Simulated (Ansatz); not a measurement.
ClI, charge -1, doublet, at a GFN2-xTB geometry of the parent state (a state made from the parent by changing its charge; the spin is typed, not shown lowest) (core potentials on I) (a gas-phase anion, which may not be bound at this level); B3LYP/def2-SVP run with Ansatz (a program for electronic structure).

Here is a job for Ansatz.
Ansatz 0.2 input:
```yaml
crystal:
  periodic: [false, false, false]
  atoms:
    - {symbol: Cl, position_ang: [-0.00000000, -0.00000000, -2.11796384]}
    - {symbol: I, position_ang: [0.00000000, 0.00000000, 0.67934689]}
basis:
  gaussian:
    orbitals: def2-SVP
hamiltonian:
  xc: b3lyp
total_charge: -1
magnetization: {spin_polarized: true, initial_magnetization: 1}
```

It wrote (shortened):

```
Functional definition: B3LYP
497 factors; integrals over basis functions are off by at most 3.4e-4 eV
mean field evaluation 1: about -20624.1423 eV, gradient 7.9e0 eV
mean field evaluation 2: about -20624.2155 eV, gradient 6.7e0 eV
mean field evaluation 4: about -20624.4527 eV, gradient 3.6e-1 eV
mean field evaluation 8: about -20624.4757 eV, gradient 1.4e-2 eV
mean field -20624.47572655 eV, -757.9355031791 hartree, gradient 1.5e-5 eV, S^2 0.751776; 0 other end points of the search recorded, 0 dependent functions left out
reference -20624.47590688 eV, -757.9355098060 hartree; 22, 21 occupied and 22, 23 virtual orbitals, 497 factors
Total energy: -20624.47590688 eV, -757.9355098060 hartree
```
